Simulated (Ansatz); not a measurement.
The same path of a periodic cell of 17 atoms, CaPb16 (surface Pb(110), adsorbate Ca) was run twice with different band settings.

Level of theory: Ansatz 0.2.0, DFT PBE-D3(BJ), scalar-relativistic, plane waves, PAW. Settings: cutoff 420 eV, k mesh 2x3x1, gaussian smearing 0.05 eV, no spin polarisation.

Relaxed end points:

```xyz
17
Lattice="9.9000 0.0000 0.0000 0.0000 7.0004 0.0000 0.0000 0.0000 16.2503" Properties=species:S:1:pos:R:3
Pb 2.475 1.750 1.000
Pb 7.425 1.750 1.000
Pb 2.475 5.250 1.000
Pb 7.425 5.250 1.000
Pb 0.032 0.056 2.488
Pb 4.917 0.056 2.488
Pb 0.036 3.529 2.492
Pb 4.914 3.528 2.492
Pb 2.473 1.799 4.462
Pb 7.426 1.742 4.426
Pb 2.473 5.280 4.423
Pb 7.426 5.239 4.157
Pb 0.033 0.081 5.881
Pb 4.915 0.083 5.878
Pb -0.009 3.568 5.888
Pb 4.957 3.568 5.887
Ca 7.423 5.430 7.230
```

```xyz
17
Lattice="9.9000 0.0000 0.0000 0.0000 7.0004 0.0000 0.0000 0.0000 16.2503" Properties=species:S:1:pos:R:3
Pb 2.475 1.750 1.000
Pb 7.425 1.750 1.000
Pb 2.475 5.250 1.000
Pb 7.425 5.250 1.000
Pb 0.036 -0.031 2.492
Pb 4.914 -0.031 2.492
Pb 0.032 3.442 2.488
Pb 4.918 3.441 2.488
Pb 2.477 1.698 4.462
Pb 7.424 1.757 4.427
Pb 2.477 5.217 4.423
Pb 7.424 5.261 4.158
Pb -0.007 -0.072 5.887
Pb 4.958 -0.074 5.888
Pb 0.038 3.412 5.878
Pb 4.914 3.413 5.881
Ca 7.427 5.059 7.229
```

Common settings: climbing image yes; spring 5.0 eV/Å²; optimiser quadratic models (default); end points relaxed; atoms held 1 to 4.

| run | movable images | start path | force threshold | iteration limit | theory |
| --- | --- | --- | --- | --- | --- |
| 1 | 5 | IDPP | 0.03 eV/Å | 37 | DFT PBE-D3(BJ), scalar-relativistic, plane waves, PAW cutoff 420 eV, k mesh 2x3x1, gaussian smearing 0.05 eV, no spin polarisation |
| 2 | 3 | default | 0.05 eV/Å | 50 | DFT PBE-D3(BJ), scalar-relativistic, plane waves, PAW cutoff 300 eV, k mesh 2x3x1, gaussian smearing 0.05 eV, no spin polarisation |

What does each run give, and how far can it be trusted?

Run 1: converged after 3 iterations, highest image 0.002 eV above the first end. The top lies less than 8 meV above the higher end, about what the thresholds resolve: the motion is nearly free. By the program's own check the climbing image is a first-order saddle point (lowest curvatures found: -0.13 and 0.35 eV/Å²).
Run 2: converged after 1 iterations, highest image 0.002 eV above the first end. The top lies less than 8 meV above the higher end, about what the thresholds resolve: the motion is nearly free. The order of the point at the top wasn't checked. The plane-wave cutoff is below what these datasets need, so energies and pressures aren't converged.
Limits of this set-up: coarse k mesh, thin slab, slab without dipole correction, a typed lattice constant that wasn't relaxed here.
